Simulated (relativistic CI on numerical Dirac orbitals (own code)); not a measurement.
**Slater and spin-orbit integrals, I XX**

These numbers are calculated, not measured: Dirac-Coulomb-Breit CI, separate exchange-only KLI orbitals for each configuration, QED by a radiative potential, unscaled Slater integrals (own radial code, finite nucleus).

Slater integrals F^k, G^k are unscaled and averaged over j, outside the closed core [Ar] 3d10; ζ comes from projecting the Hamiltonian with its Breit term on Σ l·s of the shell.

- 4s2 4p4: F^2(4p,4p) = 148820, ζ(4p) = 77446 cm⁻¹; <r>(4p) = 0.6966, <r^2>(4p) = 0.5475 (bohr units).
- 4s 4p5: G^1(4s,4p) = 195500, ζ(4p) = 77336 cm⁻¹; <r>(4s) = 0.6736, <r^2>(4s) = 0.5091, <r>(4p) = 0.6969, <r^2>(4p) = 0.5479 (bohr units).
- 4s2 4p3 4d: F^2(4p,4p) = 148830, ζ(4p) = 77705, F^2(4p,4d) = 143550, G^1(4p,4d) = 180960, G^3(4p,4d) = 115110, ζ(4d) = 8796.5 cm⁻¹; <r>(4p) = 0.6965, <r^2>(4p) = 0.5474, <r>(4d) = 0.7235, <r^2>(4d) = 0.5969 (bohr units).

Averages of the first 10 configurations, taken without configuration mixing, which lowers the lowest level and can move excited configurations by several eV; other configurations of the list can lie among them:

```tsv
Configuration	Parity	States	Average energy above the lowest level (eV)
4s2 4p4	even	15	12.8
4s 4p5	odd	12	78.4
4s2 4p3 4d	odd	200	103.0
4p6	even	1	150.5
4s 4p4 4d	even	300	165.7
4s2 4p3 4f	even	280	198.8
4s 4p4 4f	odd	420	261.6
4p5 4d	odd	60	235.0
4s 4p3 4d2	odd	1800	254.9
4s2 4p2 4d 4f	odd	2100	289.4
```
